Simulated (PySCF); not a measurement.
Exercise with solution: refractive index and permittivity of the vapour

C4H10O, SMILES CCCCO.

Geometry: B3LYP-D3(BJ)/def2-SVP. One conformer was computed; it need not be the lowest.

PySCF with B3LYP/def2-TZVP gives a mean static polarisability of 55.8 bohr³ and a dipole moment of 1.53 D. Take an ideal gas at 298.15 K and 0.1 bar, whether or not the substance is that volatile.

**Question.** Work out n − 1 in the optical limit and the static ε − 1.

**Answer.** 
Polarisability volume α' = 55.8 × 0.148185 = 8.27 Å³. Number density N = p/kT = 2.43e-6 Å⁻³.
Dilute limit of Lorentz–Lorenz: n − 1 = 2π N α' = 0.00013.
Orientation term of Debye: μ²/(3kT) = 8.098 Å³ × μ²(D²) = 18.96 Å³.
ε − 1 = 4π N (α' + μ²/3kT) = 0.00083. Orientation of the dipole supplies 70 % of the static response; it can't follow optical fields. Vibrational polarisation and dispersion are left out.
